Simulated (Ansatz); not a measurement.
Reactions of `C[CH2][SnH3]`.

Calculated with Ansatz (gas phase, PBE0-D4/def2-TZVP geometries, no zero-point term in ΔE). CBS: MP2 limit from def2 TZ/QZ plus the TZ coupled-cluster correction, frozen cores. This one scheme is used for every species. Functionals use def2-TZVPP. def2 core potentials past Kr. For Sn outer-core shells are correlated without core-valence functions, which leaves a few kJ/mol of doubt a bond. One conformer a species, not always the lowest.

```tsv
reaction	RPA@PBE/def2-TZVPP (eV)	PBE-D4 (eV)	MP2/CBS(def2) (eV)	PBE0-D4 (eV)	CCSD(T)/CBS(def2) (eV)
`C[CH2][SnH3]` + H–F → `F[CH2][SnH3]` + CH₄	0.54	0.48	0.77	0.55	0.65
`C[CH2][SnH3]` + `[AlH2][SiH3]` → `[SiH3][AlH][SnH3]` + `CC`	-0.70	-0.88	-0.76	-0.89	-0.78
`C[CH2][SnH3]` → `[SnH4]` + `C=C`	1.18	1.32	1.46	1.40	1.30
`C[CH2][SnH3]` + `OCF` → `FC[O][SnH3]` + `CC`	-0.50	-0.48	-0.49	-0.46	-0.51
`C[CH2][SnH3]` + H₂ → `[SnH4]` + `CC`	-0.48	-0.47	-0.32	-0.53	-0.41
```

Largest T1 diagnostic: 0.014, for `[SiH3][AlH][SnH3]`.
